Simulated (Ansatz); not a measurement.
## Loss of CH4: C3H6ClGa → C2H2ClGa + CH4

Species: C3H6ClGa `C=C[CH2][GaH][Cl]`, singlet; C2H2ClGa `C#[C][GaH][Cl]`, singlet; CH4 (methane) `C`, singlet. This is a balance of energies; it says nothing on the path, which may need atoms to shift.

Shapes, held fixed at every level: PBE0-D4/def2-TZVP. Flexible molecules stand in one conformer, not always the lowest. Programs: Ansatz 0.2.0. The zero-point and thermal change to 298 K, harmonic and unscaled (PBE0-D4/def2-TZVP), is -11.7 kJ/mol.

(1) Estimate ΔH(298 K) of this reaction.

Answers

(1) The highest level, CCSD(T)/def2-TZVPP, gives ΔH(298 K) = +91.5 kJ/mol; the levels span +76.9 to +159.3. The column of differences is taken from that level and isn't an error. No measured value is set beside it here. Relativity is left out for Ga. Outer-core shells of Ga are correlated, in sets that cover them unevenly.

| level | kind | ΔH(298 K) (kJ/mol) | less CCSD(T)/def2-TZVPP |
| --- | --- | --- | --- |
| HF/def2-SVP | Hartree–Fock | +76.9 | -14.6 |
| SPW92/def2-TZVPP | LDA | +159.3 | +67.8 |
| B2PLYP/def2-TZVPP | double hybrid | +84.6 | -6.9 |
| MP2/def2-TZVPP | perturbation theory | +90.0 | -1.5 |
| CCSD(T)/def2-SVP | coupled cluster or CI | +95.4 | +3.9 |
| CCSD/def2-TZVPP | coupled cluster or CI | +89.6 | -1.9 |
| CCSD(T)/def2-TZVPP | coupled cluster or CI | +91.5 | 0.0 |
